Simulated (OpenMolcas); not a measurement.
# Cr2+: moving or changing the point charges

Cr2+ among 5 point charges of -1.5 e arranged as a trigonal bipyramid (D3h), 1.84 Å from the ion, with the axial distance 2.153 Å.
```
   1.8400    0.0000    0.0000  -1.50
  -0.9200    1.5935    0.0000  -1.50
  -0.9200   -1.5935    0.0000  -1.50
   0.0000    0.0000    2.1528  -1.50
   0.0000    0.0000   -2.1528  -1.50
```

```json
{
  "Program": "OpenMolcas",
  "Method": "CASSCF",
  "Basis": "ANO-RCC-VDZP [5s4p2d1f]",
  "Scalar Hamiltonian": "DKH2, point nucleus",
  "Active space": "4 electrons in 5 orbitals (3d)",
  "State averaging": "2S+1 = 5 even, 5 roots; 2S+1 = 3 even, 45 roots; 2S+1 = 1 even, 50 roots",
  "Spin-orbit coupling": "RASSI with atomic mean-field integrals over the reference wave functions"
}
```

Runs around this geometry, states (labels of D3, the rotations of D3h). Energies in cm-1 above the lowest state or level, χT in cm3 K/mol.

| R (Å) | q (e) | Axial / equatorial distance | Ground state | First state of that spin | First gap with spin-orbit (degeneracies) | χT at 300 K | First state of another spin |
| --- | --- | --- | --- | --- | --- | --- | --- |
| 1.84 | -0.75 | 1.17 | 5A1 | 5E 681.1 | 7.0 (1, 2) | 2.754 | 3A2 18609 |
| 1.75 | -1.5 | 1.17 | 5A1 | 5E 3504 | 3.0 (1, 2) | 2.924 | 3A2 17697 |
| 1.84 | -1.5 | 1.17 | 5A1 | 5E 2357 | 3.7 (1, 2) | 2.904 | 3A2 17869 |
| 2.06 | -1.5 | 1.17 | 5A1 | 5E 907.6 | 5.8 (1, 2) | 2.817 | 3A2 18378 |
| 1.84 | -1.5 | 1.26 | 5E | 5A1 138.9 | 0.4 (1, 1) | 2.466 | 3A2 17015 |

Taking the first state of the same spin as R^-n, n = -ln(907.6 / 3504) / ln(2.06 / 1.75) = 8.3 between the shortest and longest distance.

Scaling the charges by -0.75 / -1.5 = 0.50 scales the first state of the same spin by 681.1 / 2357 = 0.29; with fixed orbitals a first-order splitting would follow the charge.

The ground state changes within this set.

Without dynamic correlation the repulsion within the d shell is too large (B by tens of per cent), so at a given field states of lower spin stand too high. The ground term spreads over less than 5000 cm-1, several times less than with real ligands, so orbital moments are less quenched and χT lies further from the spin-only value than at real sites (holds for R = 1.84, q = -0.75, ratio = 1.17; R = 1.84, q = -1.5, ratio = 1.17; R = 2.06, q = -1.5, ratio = 1.17; R = 1.84, q = -1.5, ratio = 1.26). An orbital doublet at a regular site is open to a Jahn-Teller distortion, which this geometry leaves out (holds for R = 1.84, q = -1.5, ratio = 1.26). Point charges carry no covalency, so the field is a model and not that of real ligands. An unlabelled pair can be two single states that coincide in this model. No measured value stands beside these numbers.
